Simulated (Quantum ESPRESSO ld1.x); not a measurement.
Question: These are the eigenvalues of the occupied orbitals of an atom or ion with whole-number occupations (eV). All-electron calculation, Dirac Kohn-Sham, PBE, spin-unpolarised, spherical densities, point nucleus. Program: ld1.x of Quantum ESPRESSO 7.5.

| orbital | eigenvalue |
|---|---|
| 1s1/2 | -38727.4 |
| 2s1/2 | -6167.17 |
| 2p1/2 | -5816.65 |
| 2p3/2 | -5403.40 |
| 3s1/2 | -1321.58 |
| 3p1/2 | -1173.84 |
| 3p3/2 | -1093.24 |
| 3d3/2 | -834.649 |
| 3d5/2 | -817.393 |
| 4s1/2 | -270.635 |
| 4p1/2 | -216.443 |
| 4p3/2 | -199.532 |
| 4d3/2 | -110.940 |
| 4d5/2 | -108.043 |
| 5s1/2 | -49.2826 |
| 5p1/2 | -35.0250 |
| 5p3/2 | -32.6736 |
| 5d3/2 | -14.3882 |
| 5d5/2 | -14.1703 |
| 4f5/2 | -12.4244 |
| 4f7/2 | -12.2063 |

Which element is it, and in what charge state? The configuration may be excited. Open shells, if any, are shared by 2j + 1.

Answer: Z = 57, lanthanum, charge +2: La2+ in [Kr] 4d10 5s2 5p4 5d1 4f2. The list shows which subshells hold electrons but not how many an open one holds; the 1s level, -1423.2 hartree, gives Z - s = 53.4 by -(Z - s)^2/2, which with screening and relativity narrows Z to a few neighbours, and the depths of the outer levels then fix element, charge and occupations together.
